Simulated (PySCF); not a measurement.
Spinor energies of Ga⁺ (gallium, charge +1)

Start: [Ar] 3d10 4s1 4p1; 4s1/2 filled at m_j = +1/2; 4p3/2 filled at m_j = +3/2. Calculated with PySCF 2.14 in x2c-TZVPall-2c with one added diffuse shell each of s, p, d type (7s8p5d1f, 63 functions): generalised Hartree-Fock with the X2C-1e Hamiltonian and a Gaussian nucleus; one run each with spin-orbit coupling (SO) switched off, then screened by Boettger's factors. This is a chosen level, not necessarily the ground level.

| spinor shell | electrons | ε, spin-free (eV) | ε, screened SO (eV) | weight of nominal j (screened SO) | rms radius, screened SO (bohr) |
| --- | --- | --- | --- | --- | --- |
| 1s1/2 | 2 | -10451.3 | -10451.2 | 1.000 | 0.0560 |
| 2s1/2 | 2 | -1350.9 | -1350.9 | 1.000 | 0.235 |
| 2p1/2 | 2 | -1172.8 | -1191.8 | 1.000 | 0.209 |
| 2p3/2 | 4 | -1172.8 | -1163.6 | 1.000 | 0.212 |
| 3s1/2 | 2 | -188.76 | -188.78 | 1.000 | 0.699 |
| 3p1/2 | 2 | -132.93 | -135.56 | 0.999 | 0.730 |
| 3d3/2 | 4 | -41.520 | -41.864 | 0.968 | 0.889 |
| 3d5/2 | 6 | -41.520 | -41.345 | 0.979 | 0.894 |
| 4s1/2 | 1 | -22.226 | -22.238 | 0.999 | 2.42 |
| 4p3/2 | 1 | -14.210 | -14.154 | 1.000 | 3.06 |

**Question.** Where does 3p3/2 lie, and what is the 3p spin-orbit splitting (screened SO)?

**Answer.** At -131.71 eV, 3.848 eV above 3p1/2.

```json
{"quantity": "E (hartree)", "spin-free": "-1941.76100", "screened SO": "-1941.82203"}
{"quantity": "M_J", "spin-free": "2", "screened SO": "2"}
{"quantity": "⟨J²⟩", "spin-free": "6.007", "screened SO": "6.007"}
{"quantity": "⟨L²⟩", "spin-free": "2.005", "screened SO": "2.007"}
{"quantity": "⟨S²⟩", "spin-free": "2.002", "screened SO": "2.003"}
```

Each row is a mean over spinors that exchange with the open shell spreads, by up to 0.489 eV (3s1/2).

Without spin-orbit coupling the j labels of p, d and f shells carry no meaning; the spin-free column gives the mean over the occupied spinors of each nl shell.
